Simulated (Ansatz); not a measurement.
PbS2⁻. Charge -1, multiplicity 2. Geometry PBE-D4/def2-TZVPD; atoms count from 1.

```xyz
3

Pb    0.576   -0.068    0.419
S    -1.288    1.189    1.353
S     0.712   -1.121   -1.772
```

In the def2 sets Pb takes a core potential; there is no spin–orbit coupling. The structure comes from a short search, and lower isomers may exist.

**Question.** Estimate the Mulliken populations from the PBE0/def2-TZVPD orbitals of Ansatz.

**Answer.** 
```
atom  charge (e)  spin (α − β)
 Pb1        0.48          0.16
  S2       -0.74          0.42
  S3       -0.74          0.42
```
Mulliken values and Mayer orders depend strongly on the basis. With diffuse functions, as here, like atoms can get unlike values, and bond orders can come out too low or too high.

**Question.** Where does the spin sit?

**Answer.** Summed by element: Pb 0.16, S 0.84, of 1 unpaired in all. Largest on single atoms: S2 0.42, S3 0.42, Pb1 0.16.

**Question.** And the Mayer bond orders between bonded heavy atoms (over 0.3)?

**Answer.** Pb1–S2 1.35 (2.43 Å); Pb1–S3 1.35 (2.43 Å).
